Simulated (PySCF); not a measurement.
# C₆ coefficients of unlike pairs at UHF

Calculated with PySCF 2.14 from the dipole response of each species, C₆(A,B) = (3/π) ∫ α_A(iu) α_B(iu) du, in atomic units, from isotropic polarisabilities. For ions this is the dispersion term alone; charge-induced terms of lower order in 1/R come first.

```json
{"species": "Sr", "configuration": "[Kr] 5s2 (1S)", "basis": "aug-cc-pVDZ-X2C (7s6p4d)", "relativity": "spin-free X2C", "α (bohr³)": "230.8", "C₆ (like pair)": "4011"}
{"species": "Mn²⁺", "configuration": "[Ar] 3d5 (6S)", "basis": "aug-cc-pVDZ-DK (7s6p4d2f)", "relativity": "spin-free X2C", "α (bohr³)": "3.262", "C₆ (like pair)": "9.232"}
{"species": "Al³⁺", "configuration": "[Ne] (1S)", "basis": "aug-cc-pV(T+d)Z with one added diffuse shell each of s, p, d, f type (7s6p5d3f)", "relativity": "none", "α (bohr³)": "0.2512", "C₆ (like pair)": "0.2164"}
{"species": "B⁻", "configuration": "[He] 2s2 2p2 (3P)", "basis": "aug-cc-pVQZ with one added diffuse shell each of s, p, d, f, g type (7s6p5d4f3g)", "relativity": "none", "α (bohr³)": "200.1", "C₆ (like pair)": "2091"}
```

(1) Estimate C₆ for Al³⁺ with Mn²⁺.

No spin-orbit coupling is included.

The other pairs:

| pair | C₆ |
| --- | --- |
| B⁻, Al³⁺ | 6.775 |
| Al³⁺, Sr | 9.709 |
| B⁻, Sr | 2873 |
| Mn²⁺, Sr | 110.7 |
| B⁻, Mn²⁺ | 78.14 |

## Answers

(1) The integral gives 1.234. The combination rule 2 C_A C_B / (C_A α_B/α_A + C_B α_A/α_B) gives 1.135 and the geometric mean 1.413.
